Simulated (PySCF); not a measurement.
Si(F)(Cl)(Br)(Et), SMILES Br[Si](F)(Cl)CC (C2H5BrClFSi), singlet (CAM-B3LYP/def2-SVP optimised geometry):

```
11

C     -0.589    -0.862     2.807
C     -0.905    -1.423     1.420
Si    -0.214    -0.457     0.000
F     -0.690    -1.123    -1.388
Cl    -0.894     1.477     0.000
Br     1.995    -0.457     0.000
H     -1.042    -1.481     3.595
H      0.496    -0.830     2.989
H     -0.976     0.162     2.921
H     -1.995    -1.477     1.255
H     -0.526    -2.453     1.314
```

Method: PySCF with CAM-B3LYP/def2-TZVP.

Question: What are the frontier orbital energies and the dipole moment?

Answer: HOMO-2 -10.55 eV, HOMO-1 -10.23 eV, HOMO -10.11 eV, LUMO 1.12 eV, LUMO+1 1.71 eV; dipole moment 2.33 D.

On the same geometry PBE/def2-TZVP (PySCF) gives HOMO-2 -7.82 eV, HOMO-1 -7.56 eV, HOMO -7.46 eV, LUMO -0.89 eV, LUMO+1 -0.28 eV; dipole moment 2.25 D.

Meta-Löwdin charges at CAM-B3LYP/def2-TZVP: C1 -0.32, C2 -0.46, Si3 1.20, F4 -0.49, Cl5 -0.28, Br6 -0.26, H7 0.12, H8 0.11, H9 0.11, H10 0.13, H11 0.13.
